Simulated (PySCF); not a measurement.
In(H)2(nPr) (C₃H₉In), SMILES C([CH2][InH2])C.

Geometry optimised at PBE-D3(BJ)/def2-SVP. The structure was generated by enumeration; whether it is a known compound was not checked. The def2 effective core potentials stand for the cores of In; spin–orbit coupling is left out. One conformer was computed; it need not be the lowest.

The numbers are results of PySCF with PBE/def2-TZVP, not measurements.

Gas-phase values at a fixed geometry.

Task: Estimate the frontier levels, gap, dipole moment and polarisability. (The exact figures need the calculation; the answer reports its results.)

Result: 
```
Item                                                                                                            Result
---------------------------------------------------------------------------------------------  -----------------------
highest occupied level                                                                                        -5.99 eV
lowest empty level                                                                                            -2.30 eV
orbital gap                                                                                                    3.69 eV
dipole moment                                                                                                   0.83 D
quadrupole, principal values (traceless, Buckingham form, about the centre of nuclear charge)   -4.81, -3.09, 7.89 D·Å
mean static polarisability                                                                       82.1 bohr³ (12.17 Å³)
polarisability, principal values                                                               59.9, 78.2, 108.2 bohr³
```
